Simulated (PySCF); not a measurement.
## Se³⁺ (selenium, charge +3) across methods

[Ar] 3d10 4s2 4p1, 2P determinant. Computed with PySCF 2.14 in x2c-QZVPPall (11s8p5d4f1g, 97 functions), with the spin-free X2C one-electron Hamiltonian (Gaussian nucleus). The B2PLYP total includes its PT2 part (frozen core); its orbital energies are those of the SCF part.

| method | E (hartree) | mean ε 4s α (eV) | mean ε 4s β (eV) | mean ε 4p α (eV) | Σ⟨r²⟩ (bohr²) | ⟨S²⟩ |
| --- | --- | --- | --- | --- | --- | --- |
| B2PLYP | -2427.173 | -53.029 | -51.011 | -39.863 | 18.57 | 0.753 |
| BHandHLYP | -2427.581 | -53.055 | -51.184 | -39.847 | 18.55 | 0.753 |
| PBE | -2427.272 | -49.746 | -48.611 | -37.018 | 18.51 | 0.751 |
| PBE0 | -2427.312 | -51.436 | -49.858 | -38.526 | 18.51 | 0.752 |
| B97-3 | -2427.391 | -51.358 | -49.833 | -38.424 | 18.51 | 0.752 |
| r2SCAN | -2427.559 | -50.231 | -48.863 | -37.548 | 18.48 | 0.754 |
| CAM-B3LYP | -2427.741 | -53.143 | -51.672 | -39.968 | 18.53 | 0.752 |
| UHF | -2425.92900 | -55.562 | -52.420 | -42.287 | 18.65 | 0.757 |
| LDA | -2424.006 | -50.080 | -49.074 | -37.054 | 18.47 | 0.751 |
